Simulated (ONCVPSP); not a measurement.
C ONCV: all-electron and pseudo phase curves

- Element: carbon
- Generator: ONCVPSP 4.0.1
- Type: optimised norm-conserving Vanderbilt (ONCV)
- Functional: PBEsol
- Relativity: fully relativistic
- Frozen core: [He]
- Valence charge: 4
- Reference configuration: 2s2 2p1 (charge +1)
- Partial waves: 2s: rc 1.15 bohr, ncon 3, nbas 8, qcut 6.7 1/bohr, 3 projectors, debl 0.5 Ha; 2p: rc 1.55 bohr, ncon 3, nbas 7, qcut 10.9 1/bohr, 3 projectors, debl 3.2 Ha
- Local potential: polynomial inside 1.05 bohr (lpopt 1, dvloc0 1 Ha)
- Core correction: Teter function, fcfact 2.75, rcfact 1.55

Open shells are filled in proportion to 2j + 1.

In the s channel the program set the typed energies aside and used -0.942, 0.250, 0.750 Ha.

The phase is arctan(r·R′/R) of the radial function R(r), unwrapped; energies in Ha, scanned from -2 to 5 Ha. A pole is an energy at which the radial function vanishes at the test radius. The pseudo phase is shifted by a multiple of π to meet the all-electron one at the reference energy, and phase errors are pseudo minus all-electron; the curves can meet again beyond the range given. Levels narrower than the energy grid can be missing from the lists of poles.

**Question.** For each channel, where are the poles, and over which energies does the pseudopotential scatter like the atom?

**Answer.**

| channel | radius (bohr) | reference energy (Ha) | poles, all-electron | poles, pseudo | unbroken range about the reference energy with phases within 0.05 rad | phase error 1 Ha above the reference energy (rad) |
| --- | --- | --- | --- | --- | --- | --- |
| s | 1.17 | -0.94 | 3.24 | 3.24 | the whole range | +0.000 |
| p3/2 | 1.57 | -0.62 | 0.44 | 0.44 | the whole range | -0.000 |
| p1/2 | 1.57 | -0.62 | 0.43 | 0.43 | the whole range | -0.000 |

Phases in the p3/2 channel:

```json
{"E (Ha)": "-1.98", "all-electron": "0.837", "pseudo": "0.837"}
{"E (Ha)": "-1.80", "all-electron": "0.725", "pseudo": "0.725"}
{"E (Ha)": "-1.62", "all-electron": "0.568", "pseudo": "0.568"}
{"E (Ha)": "-1.44", "all-electron": "0.347", "pseudo": "0.347"}
{"E (Ha)": "-1.26", "all-electron": "0.048", "pseudo": "0.048"}
{"E (Ha)": "-1.08", "all-electron": "-0.306", "pseudo": "-0.306"}
{"E (Ha)": "-0.90", "all-electron": "-0.643", "pseudo": "-0.643"}
{"E (Ha)": "-0.72", "all-electron": "-0.909", "pseudo": "-0.909"}
{"E (Ha)": "-0.54", "all-electron": "-1.102", "pseudo": "-1.102"}
{"E (Ha)": "-0.36", "all-electron": "-1.241", "pseudo": "-1.241"}
{"E (Ha)": "-0.18", "all-electron": "-1.345", "pseudo": "-1.345"}
{"E (Ha)": "0.00", "all-electron": "-1.426", "pseudo": "-1.426"}
{"E (Ha)": "0.18", "all-electron": "-1.492", "pseudo": "-1.492"}
{"E (Ha)": "0.36", "all-electron": "-1.549", "pseudo": "-1.549"}
{"E (Ha)": "0.54", "all-electron": "-1.599", "pseudo": "-1.599"}
{"E (Ha)": "0.72", "all-electron": "-1.647", "pseudo": "-1.647"}
{"E (Ha)": "0.90", "all-electron": "-1.693", "pseudo": "-1.693"}
{"E (Ha)": "1.08", "all-electron": "-1.740", "pseudo": "-1.740"}
{"E (Ha)": "1.26", "all-electron": "-1.790", "pseudo": "-1.790"}
{"E (Ha)": "1.44", "all-electron": "-1.845", "pseudo": "-1.845"}
{"E (Ha)": "1.62", "all-electron": "-1.910", "pseudo": "-1.910"}
{"E (Ha)": "1.80", "all-electron": "-1.990", "pseudo": "-1.990"}
{"E (Ha)": "1.98", "all-electron": "-2.092", "pseudo": "-2.092"}
{"E (Ha)": "2.16", "all-electron": "-2.229", "pseudo": "-2.229"}
{"E (Ha)": "2.34", "all-electron": "-2.420", "pseudo": "-2.420"}
{"E (Ha)": "2.52", "all-electron": "-2.689", "pseudo": "-2.689"}
{"E (Ha)": "2.70", "all-electron": "-3.036", "pseudo": "-3.035"}
{"E (Ha)": "2.88", "all-electron": "-3.404", "pseudo": "-3.404"}
{"E (Ha)": "3.06", "all-electron": "-3.714", "pseudo": "-3.714"}
{"E (Ha)": "3.24", "all-electron": "-3.940", "pseudo": "-3.940"}
{"E (Ha)": "3.42", "all-electron": "-4.099", "pseudo": "-4.099"}
{"E (Ha)": "3.60", "all-electron": "-4.212", "pseudo": "-4.212"}
{"E (Ha)": "3.78", "all-electron": "-4.296", "pseudo": "-4.296"}
{"E (Ha)": "3.96", "all-electron": "-4.360", "pseudo": "-4.360"}
{"E (Ha)": "4.14", "all-electron": "-4.411", "pseudo": "-4.411"}
{"E (Ha)": "4.32", "all-electron": "-4.452", "pseudo": "-4.452"}
{"E (Ha)": "4.50", "all-electron": "-4.486", "pseudo": "-4.486"}
{"E (Ha)": "4.68", "all-electron": "-4.515", "pseudo": "-4.515"}
{"E (Ha)": "4.86", "all-electron": "-4.540", "pseudo": "-4.540"}
```
